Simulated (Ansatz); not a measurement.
Species: SnClF, charge 0, singlet. SnClF (SMILES [F][Sn][Cl]).
B3LYP-D3(BJ)/def2-TZVP minimum from Ansatz (a program for electronic structure):
```
Sn
F 1 1.9514
Cl 1 2.3849 2 97.36
```
Charge 0, spin multiplicity 1.

Wanted: atomisation energy (electronic, to ground-state atoms), in kcal/mol. UHF or UKS for unpaired electrons; spin-orbit terms are left out. Correlated methods leave the cores frozen (noble-gas shells, and filled d and f shells in the p block). Past Kr the def2 sets carry scalar-relativistic core potentials. CBS(X,Y): correlation extrapolated as X^-3, Hartree-Fock from the larger set. A bracket is a step between two methods taken in the basis named. Spin-orbit terms, left out, reach several kcal/mol for Br and I, and more for heavier atoms.

CCSD(T)/CBS(def2-TZVPP,def2-QZVPP) + [CCSDT(Q) - CCSD(T)]/def2-TZVPP + [CCSDTQ - CCSDT(Q)]/def2-SVP (Ansatz) gives 216.2 kcal/mol.

Question: How far off this value is PBE/def2-TZVPD (Ansatz), in which direction, and how far these levels: r2SCAN/def2-TZVPD, PBE0/def2-TZVPD, B2PLYP/def2-TZVPD, CCSD(T)/CBS(def2-TZVPP,def2-QZVPP)?

Answer: PBE gives 222.0 kcal/mol, 5.8 kcal/mol above it. Differences of the others: r2SCAN/def2-TZVPD (Ansatz) -0.5; PBE0/def2-TZVPD (Ansatz) -6.4; B2PLYP/def2-TZVPD (Ansatz) -4.3; CCSD(T)/CBS(def2-TZVPP,def2-QZVPP) (Ansatz) -0.1 kcal/mol.
